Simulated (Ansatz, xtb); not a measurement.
## Relative energy of two isomers of C6H8S2

Structure X is `C[C@H](S)c1ccsc1`, a singlet and structure Y is `C=C1CCC(=S)CS1`, a singlet. Both are isolated molecules in the gas phase, relaxed with B3LYP-D3(BJ)/def2-SVP; the shapes shown needn't be the lowest conformers.

X (Å):

```yaml
atoms:
  - { symbol: C, position_ang: [-1.4881, 0.0871, -1.2572] }
  - { symbol: C, position_ang: [-0.7013, 0.5949, -0.0477] }
  - { symbol: C, position_ang: [0.4335, -0.3199, 0.3337] }
  - { symbol: C, position_ang: [1.5363, -0.6456, -0.5270] }
  - { symbol: C, position_ang: [2.4233, -1.5161, 0.0497] }
  - { symbol: C, position_ang: [0.5288, -0.9597, 1.5474] }
  - { symbol: S, position_ang: [0.0241, 2.2798, -0.3555] }
  - { symbol: S, position_ang: [1.9380, -1.9572, 1.6527] }
  - { symbol: H, position_ang: [-0.8443, 0.0187, -2.1466] }
  - { symbol: H, position_ang: [-1.8977, -0.9142, -1.0464] }
  - { symbol: H, position_ang: [-2.3271, 0.7596, -1.4951] }
  - { symbol: H, position_ang: [-1.3760, 0.6855, 0.8163] }
  - { symbol: H, position_ang: [-1.1311, 2.8670, -0.7497] }
  - { symbol: H, position_ang: [1.6627, -0.2315, -1.5279] }
  - { symbol: H, position_ang: [3.3401, -1.9215, -0.3753] }
  - { symbol: H, position_ang: [-0.1607, -0.8914, 2.3877] }
```

Y (Å):

```tsv
atom	x (Å)	y (Å)	z (Å)
C	-2.0567	0.7548	1.1774
C	-1.2765	-0.1180	0.5253
C	-0.2640	-1.0117	1.1942
C	1.1369	-0.9437	0.5429
C	1.0906	-1.2972	-0.9218
C	0.2732	-0.3577	-1.7616
S	1.8266	-2.6121	-1.5456
S	-1.5003	-0.3707	-1.2267
H	-2.7760	1.3852	0.6498
H	-2.0070	0.8383	2.2672
H	-0.1829	-0.7448	2.2594
H	-0.6153	-2.0563	1.1359
H	1.5214	0.0881	0.6424
H	1.8251	-1.6224	1.0631
H	0.2739	-0.6628	-2.8149
H	0.6526	0.6739	-1.6727
```

Question: Estimate E(Y) − E(X) at the level CCSD(T)/def2-SVP + ΔMP2/def2-TZVPP.

Answer: Calculated at CCSD(T)/def2-SVP + ΔMP2/def2-TZVPP: E(Y) − E(X) = +16.6 kcal/mol, so structure X lies lower.

Level by level:

```tsv
level	geometry	E(Y) − E(X) (kcal/mol)	departure from the last row (kcal/mol)	job, with rough time for the two
GFN2-xTB	GFN2-xTB	+14.8	−1.7	optimisation, 0.19 s
HF/STO-3G	GFN2-xTB	+18.8	+2.2	single point, 0.54 s
r2SCAN-D4/def2-SVP	GFN2-xTB	+16.3	−0.3	single point, 5 s
B3LYP-D3(BJ)/def2-SVP	B3LYP-D3(BJ)/def2-SVP	+14.0	−2.6	optimisation, 68 s
HF/def2-SVP	B3LYP-D3(BJ)/def2-SVP	+12.9	−3.7	part of the CCSD(T) run
MP2/def2-SVP	B3LYP-D3(BJ)/def2-SVP	+17.6	+1.1	part of the CCSD(T) run
CCSD(T)/def2-SVP	B3LYP-D3(BJ)/def2-SVP	+13.7	−2.9	single point
CCSD(T)/def2-SVP + ΔMP2/def2-TZVPP	B3LYP-D3(BJ)/def2-SVP	+16.6		single point, 2.1 min
```

As drawn, Y has 1 C=C, 2 C–C, 1 C=S, 1 C–S, 1 C–H in place of 3 C∷C, 2 C∷S, 1 S–H (∷ is an aromatic bond). Structure X has a 5-membered ring (with an aromatic ring), Y a 6-membered ring.

None of the levels shown reverses the order. The largest departure from CCSD(T)/def2-SVP + ΔMP2/def2-TZVPP is that of HF/def2-SVP, 3.7 kcal/mol. The last row adds to CCSD(T) the change of the MP2 difference between the two basis sets, here +2.9 kcal/mol.

With thermal terms from frequencies at re-optimised GFN2-xTB minima (ideal gas, soft modes damped towards free rotors, one conformer each, 298.15 K, 1 atm): on the last row, ΔE + ΔZPE = +18.8, ΔH = +18.4, ΔG = +19.2 kcal/mol.

The correlated steps freeze 16 core orbitals. Mirror images aren't counted in ΔG. Programs: Ansatz 0.2.0, xtb 6.7.1; the last row on 4 threads of Arm Neoverse V1 on a shared host.
